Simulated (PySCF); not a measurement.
CF₃O₃S, charge -1, singlet, at a GFN2-xTB geometry; CCSD(T)/STO-3G (PySCF).

PySCF was given this input:
```python
from pyscf import gto, scf, cc

mol = gto.M(
    atom='''
O     1.437599   -0.318940    1.171135
S     0.923575   -0.035914   -0.150496
O     1.201674    1.288408   -0.660270
O     1.035101   -1.112348   -1.109604
C    -0.928928    0.036122    0.151369
F    -1.262751    0.991986    1.033294
F    -1.409248   -1.119420    0.638116
F    -1.616738    0.294203   -0.972561
''',
    basis='sto-3g',
    charge=-1,
    spin=0,
    verbose=4,
)

mf = scf.RHF(mol)
mf.kernel()

mycc = cc.CCSD(mf)
mycc.kernel()
et = mycc.ccsd_t()
print('E(CCSD(T)) = %.10f' % (mycc.e_tot + et))
```

Problem. What does PySCF print? Leave out banner, timings and long lists.

Solution. 
```
PySCF version 2.14.0

[INPUT] verbose = 4
[INPUT] num. atoms = 8
[INPUT] num. electrons = 74
[INPUT] charge = -1
[INPUT] spin (= nelec alpha-beta = 2S) = 0
[INPUT] symmetry False subgroup None
[INPUT] Mole.unit = angstrom
[INPUT] Symbol           X                Y                Z      unit          X                Y                Z       unit  Magmom
[...]
nuclear repulsion = 553.212116524055
number of shells = 26
number of NR pGTOs = 132
number of NR cGTOs = 44
basis = sto-3g
ecp = {}

******** <class 'pyscf.scf.hf.RHF'> ********
method = RHF
initial guess = minao
damping factor = 0
level_shift factor = 0
DIIS = <class 'pyscf.scf.diis.CDIIS'>
diis_start_cycle = 1
diis_space = 8
diis_damp = 0
SCF conv_tol = 1e-09
SCF conv_tol_grad = None
SCF max_cycles = 50
direct_scf = True
direct_scf_tol = 1e-13
Set gradient conv threshold to 3.16228e-05
Initial guess from minao.
init E= -948.084277697483
[...]
cycle= 1 E= -945.1496942055  delta_E= 2.93  |g|= 1.15  |ddm|= 4.39
[...]
cycle= 2 E= -945.568686146584  delta_E= -0.419  |g|= 0.493  |ddm|= 2.72
[...]
cycle= 3 E= -945.648222822201  delta_E= -0.0795  |g|= 0.0703  |ddm|= 0.823
[...]
cycle= 4 E= -945.652235284014  delta_E= -0.00401  |g|= 0.0162  |ddm|= 0.231
[...]
cycle= 5 E= -945.652477034578  delta_E= -0.000242  |g|= 0.0038  |ddm|= 0.0643
[...]
cycle= 6 E= -945.652489308658  delta_E= -1.23e-05  |g|= 0.000766  |ddm|= 0.0143
[...]
cycle= 7 E= -945.652489742041  delta_E= -4.33e-07  |g|= 0.000113  |ddm|= 0.00263
[...]
cycle= 8 E= -945.652489752062  delta_E= -1e-08  |g|= 1.45e-05  |ddm|= 0.000397
[...]
cycle= 9 E= -945.652489752212  delta_E= -1.51e-10  |g|= 3.6e-06  |ddm|= 4.29e-05
[...]
Extra cycle  E= -945.652489752224  delta_E= -1.23e-11  |g|= 1.77e-06  |ddm|= 9.24e-06
converged SCF energy = -945.652489752224

******** <class 'pyscf.cc.ccsd.CCSD'> ********
CC2 = 0
CCSD nocc = 37, nmo = 44
max_cycle = 50
direct = 0
conv_tol = 1e-07
conv_tol_normt = 1e-05
diis_space = 6
diis_start_cycle = 0
diis_start_energy_diff = 1e+09
Init t2, MP2 energy = -945.878820111856  E_corr(MP2) -0.226330359631158
Init E_corr(CCSD) = -0.226330359632742
cycle = 1  E_corr(CCSD) = -0.242855271618749  dE = -0.016524912  norm(t1,t2) = 0.0954361
cycle = 2  E_corr(CCSD) = -0.26164242422665  dE = -0.0187871526  norm(t1,t2) = 0.031584
cycle = 3  E_corr(CCSD) = -0.262227766892744  dE = -0.000585342666  norm(t1,t2) = 0.0189985
cycle = 4  E_corr(CCSD) = -0.266758125660204  dE = -0.00453035877  norm(t1,t2) = 0.00876584
cycle = 5  E_corr(CCSD) = -0.266599939376828  dE = 0.000158186283  norm(t1,t2) = 0.00172741
cycle = 6  E_corr(CCSD) = -0.266508600976479  dE = 9.13384003e-05  norm(t1,t2) = 0.000691798
cycle = 7  E_corr(CCSD) = -0.266520714545215  dE = -1.21135687e-05  norm(t1,t2) = 0.000162314
cycle = 8  E_corr(CCSD) = -0.266522617005317  dE = -1.9024601e-06  norm(t1,t2) = 6.82176e-05
cycle = 9  E_corr(CCSD) = -0.266525301557565  dE = -2.68455225e-06  norm(t1,t2) = 3.00585e-05
cycle = 10  E_corr(CCSD) = -0.26652499381958  dE = 3.07737985e-07  norm(t1,t2) = 7.31307e-06
cycle = 11  E_corr(CCSD) = -0.266525093092798  dE = -9.92732176e-08  norm(t1,t2) = 2.52533e-06
CCSD converged
E(CCSD) = -945.9190148453173  E_corr = -0.2665250930927979
CCSD(T) correction = -0.0167051569299271
E(CCSD(T)) = -945.9357200022
```
